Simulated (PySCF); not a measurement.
## Telling isomers of C₇H₁₄N₂ apart by NMR

[PySCF 2.14: GFN2-xTB geometry; NMR shieldings at PBE0/pcSseg-1/GIAO; no solvent; one averaged value for each set of equivalent atoms; no relativistic terms; a single conformation]

Scale: 1H and 13C vs TMS (reference shieldings calculated alike). Where no couplings were computed, multiplicities follow the n + 1 count of equivalent neighbours, and m marks all less simple cases (inequivalent or close neighbours, rings, F or P nearby). Shifts are as computed. Against solution values, carbons near 30 ppm lie about +3 ppm off and those near 130 ppm about +5 ppm. Of 1211 compounds with measured shifts, 218 miss one by over three times the rms of a fit or turn the order of signals round; such compounds aren't used in these exercises. OH and NH positions are gas-phase values without hydrogen bonding to other molecules.

(1) Tabulate the signals of `CC/C=N\N=C/C(C)C`, `CC/C=N\NC1CCC1` and their relative energies.

(2) What is the quickest way to tell CC/C=N\N=C/C(C)C from CC/C=N\NC1CCC1?

## Answers

(1) 
| SMILES | carbon types | δC | δH | E rel. (kcal/mol) |
| --- | --- | --- | --- | --- |
| CC/C=N\N=C/C(C)C | 3×CH 1×CH2 3×CH3 | 136.7, 131.5, 29.4, 24.7, 21.4, 13.3 | 6.17 (t, 1H), 6.00 (d, 1H), 2.22 (m, 1H), 1.98 (m, 2H), 1.10 (t, 3H), 1.00 (d, 6H) | 0.0 |
| CC/C=N\NC1CCC1 | 2×CH 4×CH2 1×CH3 | 130.7, 57.3, 33.6, 22.2, 13.3, 12.8 | 6.08 (t, 1H), 5.02 (br s, 1H), 4.16 (m, 1H), 2.62 (m, 2H), 2.00 (m, 2H), 1.80 (m, 2H), 1.64 (m, 1H), 1.62 (m, 1H), 1.01 (t, 3H) | 6.7 |

Energies are electronic energies at PBE0/pcSseg-1 on these geometries, without zero-point or thermal terms, each for the one conformer computed, which needn't be the lowest.

(2) Both give the same number of carbon signals, but DEPT or the intensities differ. The first has an sp3 CH at 29.4 ppm, the second an sp3 CH bonded to N at 57.3 ppm. Their most deshielded carbons lie at 136.7 and 130.7 ppm.
